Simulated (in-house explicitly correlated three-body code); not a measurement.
The numbers below are computed, except where a source is named.
# Taking the two-electron ground state apart, Z = 1.38

A variational code in 260 exponentially correlated functions gives, for two electrons around a point charge Z = 1.38 (non-relativistic, fixed nucleus, atomic units): E = -1.1944385, <1/r> = 1.068455 per electron, <1/r12> = 0.560058. From its density, U = 1.266751 (Hartree energy) and T_s = 1.161814 (kinetic energy of the doubly filled orbital √(n/2)). Further, <r²> = 3.33752 per electron, <r12²> = 7.12889 and <p1·p2> = 0.0805555.

(1) Check the virial theorem, and compare with the screened hydrogenic estimate.

(2) Find the exchange and correlation energies of density-functional theory.

(3) What do the second moments say about angular correlation and diamagnetism?

(4) How does a model nuclear mass of 2.8 u change the ionisation energy, to first order in m/M (1 hartree = 27.211386 eV)?

## Answers

(1) V = −2Z<1/r> + <1/r12> = -2.948936 + 0.560058 = -2.388878, and 2E = -2.388877, so T = −E = 1.194438. A product of 1s orbitals with exponent Z − 5/16 = 1.0675 gives −1.0675² = -1.13956, which is 54.9 millihartree too high.

(2) For two electrons in one orbital E_x = −U/2 = -0.633375. The potential part of correlation is U_c = <1/r12> − U − E_x = -0.073318, the kinetic part T_c = T − T_s = 0.032625, and E_c = T_c + U_c = -0.040693 hartree. Restricted Hartree-Fock gives -1.154031, so the correlation energy of wave-function theory is -0.040407.

(3) From r12² = r1² + r2² − 2 r1·r2, <r1·r2> = <r²> − <r12²>/2 = -0.22693 bohr². It vanishes for a product of s orbitals, and its negative sign shows that the electrons favour opposite sides of the nucleus. The Langevin susceptibility is −0.79199e-6 × 2<r²> = -5.287e-6 cm³/mol.

(4) m/M = 1/(2.8 × 1822.8885) = 1.95921e-04. With a fixed nucleus the second electron is bound by −Z²/2 − E = 0.242239 hartree = 6.5916 eV. The reduced mass scales this by 1 − m/M, a change of -1.291 meV. The mass-polarisation term raises the two-electron state by (m/M)<p1·p2> = 15.78 microhartree, a further -0.429 meV. The sum is 6.5899 eV, before relativistic and QED terms.
